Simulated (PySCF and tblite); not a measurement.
The numbers below are computed, except where a source is named.
System: C₆H₈O₂, numbered as in [CH2:1]=[CH:2]/[C:3]([OH:4])=[CH:5]/[C:6]([CH3:7])=[O:8].

Motion: rotation about the C5–C6 bond (torsion C3–C5–C6–C7 from -180° to -1°, rising). GFN2-xTB gives an electronic barrier of 14.7 kcal/mol and a reaction energy of 10.5 kcal/mol.

**Question.** What does PBE0/pcSseg-1 + D3(BJ), IEF-PCM benzene give on GFN2-xTB geometries?

**Answer.** A barrier of 19.9 kcal/mol, 5.3 above the tight-binding barrier (from unrounded values), a reaction energy of 11.9 kcal/mol and, with GFN2-xTB thermal terms, ΔG‡(298 K) = 19.5 kcal/mol and k = 0.063 s⁻¹ (2 equivalent paths).

Programs: tblite and PySCF.
